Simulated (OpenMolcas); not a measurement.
## B: from CASSCF to CASPT2

```yaml
Program: OpenMolcas
Basis: ANO-RCC-VTZP [4s3p2d1f]
Scalar_Hamiltonian: DKH2, point nucleus
Active_space: 3 electrons in 4 orbitals (2s 2p)
State_averaging: 2S+1 = 4 odd, 1 root (0 in the spin-orbit step); 2S+1 = 2 odd, 3 roots; 2S+1 = 4 even, 3 roots
Spin-orbit_coupling: RASSI with atomic mean-field integrals over the reference wave functions, term energies averaged over their components
```

Methods on the same reference wave functions:
A. CASSCF
B. SS-CASPT2, IPEA 0.25 Eh, imaginary shift 0.1 Eh (closed shells correlated: 1s)

Energies in cm⁻¹ above 2s² 2p ²P°_1/2, the measured ground level; measured values from NIST Handbook of Basic Atomic Spectroscopic Data.

```tsv
Level	A	B	Measured
2s² 2p ²P°_1/2	0.0	0.0	0.0
2s² 2p ²P°_3/2	14.5	14.5	15.3
2s 2p² ⁴P_1/2	24117	27187	28870
2s 2p² ⁴P_3/2	24122	27192	28875
2s 2p² ⁴P_5/2	24131	27201	28881
```

Deviations, from unrounded energies. A percentage is the sum of absolute deviations over the sum of measured energies, with the sign that they share, or ± where signs differ.

```json
{"Against measurement": "mean absolute deviation (cm-1)", "Levels": "4", "A": "3600", "B": "1300"}
{"Against measurement": "fine structure of the ground term (%)", "Levels": "1", "A": "-4.8", "B": "-4.8"}
{"Against measurement": "other configurations (%)", "Levels": "3", "A": "-16.5", "B": "-5.8"}
```

B lies closest to measurement on these levels. The largest miss of B in the table is 2s 2p² ⁴P_1/2, by -1700 cm-1. The ranking rests on the paired levels alone, and a cruder setting can come out closer through cancelling errors.

The lowest spin-free term lies below A's lowest term by 0.053 hartree in B.

Without dynamic correlation excited terms often stand tens of per cent too high (terms of higher spin than the ground term too low), and those without a measured partner can miss by more than the paired ones (holds for A). Measured partners are found by configuration, term and J. A level has none where our copy of the source lacks it or the pairing is in doubt (some pairs that miss far off the trend of their configuration count as doubtful), and it then counts in no deviation. Levels of configurations outside the active space are missing.

° marks odd parity.
